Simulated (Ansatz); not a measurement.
Start from `C=C(F)C=C(F)F` and change one atom or group to get `C=CC=C(F)F`.

Ansatz, PBE0-D4/def2-TZVP geometries, multiplicity 1. Each molecule was computed in one conformer, which needn't be the lowest.

```csv
property,`C=C(F)C=C(F)F`
LUMO energy (ωB97M-V/def2-TZVPP) / eV,1.23
LUMO energy (PBE0/def2-TZVPP) / eV,-0.89
size of the dipole moment (ωB97M-V/def2-TZVPP) / D,1.73
HOMO–LUMO gap (PBE0/def2-TZVPP) / eV,6.04
HOMO–LUMO gap (B3LYP/def2-TZVPP) / eV,5.61
HOMO energy (B3LYP/def2-TZVPP) / eV,-6.74
```

What does the change do to each property? (An estimate is asked.)

Ansatz gave: 
```json
{"property": "LUMO energy (ωB97M-V/def2-TZVPP) / eV", "`C=CC=C(F)F`": "1.38", "shift": "0.15"}
{"property": "LUMO energy (PBE0/def2-TZVPP) / eV", "`C=CC=C(F)F`": "-0.72", "shift": "0.17"}
{"property": "size of the dipole moment (ωB97M-V/def2-TZVPP) / D", "`C=CC=C(F)F`": "0.93", "shift": "-0.80"}
{"property": "HOMO–LUMO gap (PBE0/def2-TZVPP) / eV", "`C=CC=C(F)F`": "6.03", "shift": "-0.01"}
{"property": "HOMO–LUMO gap (B3LYP/def2-TZVPP) / eV", "`C=CC=C(F)F`": "5.60", "shift": "-0.01"}
{"property": "HOMO energy (B3LYP/def2-TZVPP) / eV", "`C=CC=C(F)F`": "-6.56", "shift": "0.18"}
```

Dipoles are sizes alone; their direction can turn.

B3LYP here is the variant with VWN-RPA as its local correlation; programs differ in this.
